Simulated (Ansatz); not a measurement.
C₃N₃Si, SMILES `N#C[Si](C#N)C#N` radical. Total charge 0; spin multiplicity 2. All single points use the PBE0-D4/def2-TZVP geometry.

```xyz
7

N     2.088    1.883    0.540
C     1.364    1.018    0.300
Si    0.363   -0.441   -0.097
C    -0.706   -0.901    1.294
N    -1.333   -1.287    2.182
C    -0.607   -0.178   -1.607
N    -1.169   -0.093   -2.611
```

(1) What is the dipole moment at B3LYP/def2-TZVPP? (Estimate.)

(2) And with PBE, r2SCAN, ωB97M-V? (Best estimate.)

(3) Give the Mulliken charges with B3LYP, PBE, r2SCAN in def2-TZVPP. (Best estimate.)

Results:

(1) Computed: 2.07 D, with components (1.30, -1.58, -0.35) D in this frame, pointing from negative to positive charge.

(2) Ansatz gave: PBE 1.98 D, r2SCAN 2.03 D, ωB97M-V 2.11 D.

(3) The calculation gave: 
```csv
atom,B3LYP,PBE,r2SCAN
N1,0.03,0.07,-0.02
C2,-0.17,-0.18,-0.14
Si3,0.40,0.34,0.48
C4,-0.17,-0.18,-0.14
N5,0.03,0.07,-0.02
C6,-0.17,-0.18,-0.14
N7,0.03,0.07,-0.02
```

B3LYP here is the variant with VWN-RPA as its local correlation; programs differ in this.
